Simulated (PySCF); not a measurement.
Te(OH)₂ (singlet). All numbers come from PySCF, PBE0, basis Te def2-TZVP with ECP28, O def2-TZVP, H def2-TZVP (scalar-relativistic core potentials, no spin–orbit coupling, density fitting).

Harmonic bands of its minimum:

```json
{"ω (cm⁻¹)": "216", "IR (km/mol)": "0.7"}
{"ω (cm⁻¹)": "436", "IR (km/mol)": "118"}
{"ω (cm⁻¹)": "440", "IR (km/mol)": "103"}
{"ω (cm⁻¹)": "622", "IR (km/mol)": "118"}
{"ω (cm⁻¹)": "644", "IR (km/mol)": "51.6"}
{"ω (cm⁻¹)": "1008", "IR (km/mol)": "59.8"}
{"ω (cm⁻¹)": "1012", "IR (km/mol)": "31.7"}
{"ω (cm⁻¹)": "3853", "IR (km/mol)": "155"}
{"ω (cm⁻¹)": "3855", "IR (km/mol)": "45.5"}
```

Q: The central atom is Te. Infer the point group and assign the bands.

A: C2. The modes span 5a + 4b: 216 a, 436 a, 440 b, 622 b, 644 a, 1008 b, 1012 a, 3853 b, 3855 a. The computed geometry has O–H 0.962 Å (×2), Te–O 1.949 Å (×2); H–O–Te 109.0° (×2), O–Te–O 98.4°.

This need not be the most stable arrangement of these atoms.
